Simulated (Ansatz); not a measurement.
**Which method gave which barrier?**

Saddle point of Si2H5ClF2, singlet (Si₂H₄F₂ ([F][SiH]([F])[SiH3]) + HCl → SiHClF₂ ([F][SiH]([F])[Cl]) + SiH₄; bonds formed: Si1–Cl7, Si2–H6; bonds broken: Si1–Si2, H6–Cl7), PBE0-D4/def2-TZVP structure:

Si1  (-0.732, 0.952, -0.016)
Si2  (0.498, -1.307, -0.185)
F3  (-1.853, 0.013, -0.697)
F4  (-1.392, 1.244, 1.387)
H5  (-0.580, 2.026, -0.993)
H6  (0.835, 0.375, 0.357)
Cl7  (1.436, 1.819, 0.907)
H8  (1.883, -1.536, 0.291)
H9  (-0.484, -2.090, 0.595)
H10  (0.390, -1.496, -1.647)
(Å)

Ansatz 0.2.0; basis: def2-TZVPP, with def2-QZVPP for the basis limit; cores frozen in the correlated methods. B3LYP uses VWN-RPA correlation. Extrapolation: Hartree–Fock as exp(−7.88 √X), correlation as X^−2.97. Four methods, as single points on the PBE0-D4 structures, gave these electronic barriers from the start structure: 28.50, 36.40, 41.60, 54.83 kcal/mol.

The methods were, in alphabetical order, B3LYP-D4, BHLYP-D4, HF, PBE-D4. Which gave which? (Judge from chemistry; the calculation decides.)

The calculation gives: PBE-D4 28.50; B3LYP-D4 36.40; BHLYP-D4 41.60; HF 54.83 kcal/mol. For comparison, CCSD(T) at an estimated basis limit (MP2 extrapolated from triple and quadruple zeta, plus CCSD(T) − MP2 in triple zeta) gives 37.97 kcal/mol.

The T1 diagnostic stays at or below 0.014.

Labels in which every atom is bracketed show which atoms are joined, not bond orders.

For scale, one of the runs: CCSD(T)/def2-TZVPP, 258 basis functions, launched by `ansatz run in.yaml --threads 8 --pin off --events-out ev --progress --plain --max-ram 19148MiB`. The run took 59 s on 8 CPU threads of a Oxide Virtual Turin-like (shared host), with 5.7 GiB of host memory at its peak.
